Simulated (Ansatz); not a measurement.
Calculated with Ansatz (gas phase, PBE0-D4/def2-TZVP geometries, no zero-point term in ΔE). CCSD(T)/CBS adds triple-zeta CCSD(T) − MP2 to the extrapolated MP2 energy (def2 sets, frozen cores). Functionals use def2-TZVPP. B3LYP here is the variant with VWN-RPA as its local correlation; programs differ in this. One conformer a species, not always the lowest.

Consider the cleavage of the B–Si bond: `B[SiH2][SiH3]` + `SBS` → `BSBS` + disilane.

`B[SiH2][SiH3]`:

Z-matrix (Å, degrees):
```
Si
Si 1 2.356
B 1 1.988 2 102.8
H 1 1.490 2 107.3 3 -121.5
H 1 1.490 2 107.3 3 121.4
H 2 1.488 1 110.0 3 -178.7
H 2 1.487 1 110.4 3 61.4
H 2 1.487 1 110.5 3 -58.7
H 3 1.195 1 120.8 2 87.2
H 3 1.195 1 120.9 2 -87.0
```

`SBS`:

Z-matrix (Å, degrees):
```
B
S 1 1.787
S 1 1.783 2 122.5
H 1 1.190 2 121.4 3 -180.0
H 2 1.342 1 97.3 3 180.0
H 3 1.346 1 98.9 2 0.0
```

`BSBS`:

Z-matrix (Å, degrees):
```
B
S 1 1.784
H 1 1.191 2 120.7
H 1 1.192 2 116.5 3 -180.0
B 2 1.815 1 102.6 3 0.0
S 5 1.780 2 117.5 1 -180.0
H 5 1.189 2 120.8 1 0.0
H 6 1.343 5 96.8 2 -180.0
```

`[SiH3][SiH3]`:

Cartesian coordinates in Å:
```
Si 0.046 -1.134 -0.281
Si -0.046 1.134 0.281
H -1.316 -1.641 -0.600
H 0.919 -1.337 -1.468
H 0.594 -1.925 0.854
H -0.922 1.337 1.466
H -0.590 1.925 -0.855
H 1.316 1.640 0.604
```

| level | ΔE (kJ/mol) |
| --- | --- |
| PBE0-D4 | -88.9 |
| BHLYP-D4 | -93.9 |
| CAM-B3LYP-D4 | -93.6 |
| B2PLYP | -95.8 |
| B3LYP | -92.0 |
| CCSD/def2-SVP | -96.0 |
| HF/CBS(def2) | -95.8 |
| CCSD/CBS(def2) | -92.3 |

Question: What does CCSD(T)/CBS give? (An estimate is asked.)

Answer: Ansatz gave: -93.8 kJ/mol. The listed levels differ from it by 4.9, -0.1, 0.2, -2.0, 1.8, -2.2, -2.0, 1.5 kJ/mol.

Largest T1 diagnostic among the species: 0.015.

At CCSD(T), def2-SVP lies −4.1 kJ/mol from the extrapolated value and def2-TZVPP +0.3 kJ/mol. Leaving LDA and LC-ωPBE aside and taking each functional with its dispersion term where it has one, the values, not all of them listed here, spread over 8.8 kJ/mol, from B2PLYP to PBE-D4. LDA lies −3.2 kJ/mol from PBE without D4.
